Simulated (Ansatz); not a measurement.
Basis-set extrapolation for AlFH6N2Si, SMILES `N[SiH2][NH][AlH][F]` (PBE0-D4/def2-TZVP geometry, frozen core, Ansatz). Multiplicity 1, RHF reference.

|  | def2-TZVPP | def2-QZVPP |
| --- | --- | --- |
| HF | -742.980135 | -743.007942 |
| MP2 correlation | -0.878090 | -0.949041 |
| CCSD(T) correlation | -0.944277 | not run |

Energies in hartree. Use E(X) = E(∞) + A·exp(−7.88·√X) for Hartree–Fock and E(X) = E(∞) + B·X^(−2.97) for correlation, with X = 3 and 4, and add CCSD(T) minus MP2 of the smaller set to the MP2 limit.

What is the CCSD(T) energy at the basis-set limit?

HF limit: -743.007942 + (-0.027807) × 0.13774 = -743.01177. MP2 limit: -0.949041 + (-0.070951) × 0.74074 = -1.00160. Higher-order term: -0.944277 − (-0.878090) = -0.06619. Total: -744.07956 hartree, 407.3 kJ/mol below CCSD(T)/def2-TZVPP.
